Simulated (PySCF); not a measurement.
An excited-state job on `C#CC(=O)C(=C)C=O`.

Computed with TDDFT CAM-B3LYP/def2-SVPD, vertical, gas phase, core orbitals frozen in the response (PySCF 2.14.0, density-fitted response routines). Geometry: GFN2-xTB. The input is one job of a driver script: a line of settings, then coordinates in Å.

Command:
```bash
OMP_NUM_THREADS=1 python probes_run.py task.json out
```

Input:
```
{"job": {"kind": "uv", "xc": "CAM-B3LYP", "basis": "def2-SVPD", "nstates": 8, "ntriplets": 3}, "charge": 0, "multiplicity": 1}
C      1.937355     1.887000     1.010400
C      1.465096     0.883857     0.548010
C      0.996072    -0.358830    -0.010243
O      1.748855    -1.269789    -0.270123
C     -0.475836    -0.426856    -0.237424
C     -1.309111     0.578557     0.047926
C     -0.994383    -1.694804    -0.807897
O     -2.153109    -1.904942    -1.047882
H      2.328656     2.774395     1.415865
H     -2.365493     0.464202    -0.140305
H     -0.968252     1.512272     0.463177
H     -0.208652    -2.445747    -0.997532
```

Output:
```
coarse grid: 11168 points
cycle   1  E = -380.5824799783  dE =  1.582e+00  |g| = 1.109e+00  |ddm| = 1.201e+01
cycle   2  E = -380.0305508145  dE =  5.519e-01  |g| = 2.066e+00  |ddm| = 5.710e+00
cycle   3  E = -380.8434455893  dE = -8.129e-01  |g| = 1.032e-01  |ddm| = 3.809e+00
cycle   4  E = -380.8451410219  dE = -1.695e-03  |g| = 7.510e-02  |ddm| = 3.945e-01
cycle   5  E = -380.8462918315  dE = -1.151e-03  |g| = 2.771e-02  |ddm| = 1.984e-01
cycle   6  E = -380.8464482236  dE = -1.564e-04  |g| = 7.362e-03  |ddm| = 5.811e-02
cycle   7  E = -380.8464633834  dE = -1.516e-05  |g| = 1.813e-03  |ddm| = 2.988e-02
cycle   8  E = -380.8464645884  dE = -1.205e-06  |g| = 5.406e-04  |ddm| = 8.891e-03
final grid: 111152 points
cycle   9  E = -380.9325115762  dE = -2.852e-05  |g| = 2.641e-03  |ddm| = 1.344e-01
cycle  10  E = -380.9325103144  dE =  1.262e-06  |g| = 3.892e-03  |ddm| = 1.473e-02
cycle  11  E = -380.9325132669  dE = -2.953e-06  |g| = 5.036e-04  |ddm| = 5.815e-03
cycle  12  E = -380.9325133167  dE = -4.977e-08  |g| = 1.235e-04  |ddm| = 1.360e-03
cycle  13  E = -380.9325133196  dE = -2.886e-09  |g| = 9.138e-05  |ddm| = 4.297e-04
cycle  14  E = -380.9325133217  dE = -2.130e-09  |g| = 1.537e-05  |ddm| = 2.093e-04
cycle  15  E = -380.9325133218  dE = -1.129e-10  |g| = 8.321e-06  |ddm| = 6.271e-05
converged SCF energy = -380.9325133218

Static polarisability (au): isotropic 73.949, principal 43.862 79.787 98.199

Singlet excitations
state   eV       nm        f      main configurations
  1   3.3636    368.6   0.00006   H->L 0.74, H->L+1 0.15
  2   3.8310    323.6   0.00013   H-1->L 0.44, H->L+1 0.40
  3   4.8962    253.2   0.00012   H-4->L 0.30, H-1->L 0.27, H-1->L+1 0.12
  4   5.3172    233.2   0.00001   H-4->L 0.40, H->L+1 0.24, H->L 0.12
  5   5.4451    227.7   0.06680   H-2->L 0.60, H-3->L 0.28
  6   5.8640    211.4   0.00020   H-1->L+1 0.64, H-4->L+1 0.15, H-1->L 0.09
  7   5.9226    209.3   0.23725   H-3->L 0.49, H-2->L 0.37
  8   6.3172    196.3   0.13754   H-2->L+1 0.90

Triplet excitations (Tamm-Dancoff, eV): 2.9292 3.2865 3.3035
```

The SCF starts on a coarse grid where the log names one; the energy can jump when the final grid takes over, and dE then counts from the start density on the new grid. H and L stand for HOMO and LUMO; the number after each pair is its weight.

Problem. How does the lowest singlet excitation compare with the HOMO–LUMO gap?

Solution. HOMO -9.16 eV and LUMO -1.88 eV give a gap of 7.28 eV; S1 at 3.36 eV lies 3.92 eV below it.

Problem. Which computed singlet has the largest oscillator strength, and what do all of them sum to?

Solution. State 7 at 5.92 eV (209 nm), f = 0.237; the 8 states sum to 0.442.

Summary of the converged run: HOMO -9.16 eV, LUMO -1.88 eV; lowest singlet 3.36 eV; lowest triplet 2.93 eV (Tamm–Dancoff); mean polarisability 73.9 au.

Hardware: one thread, Arm Neoverse N1 (aarch64), on a shared host. Cost: 66 s (with the writing of density and orbital grids), 0.89 GiB resident at most.

One conformer stands for the species.
Labels such as C1 count atoms from 1, the log's own numbers from 0.
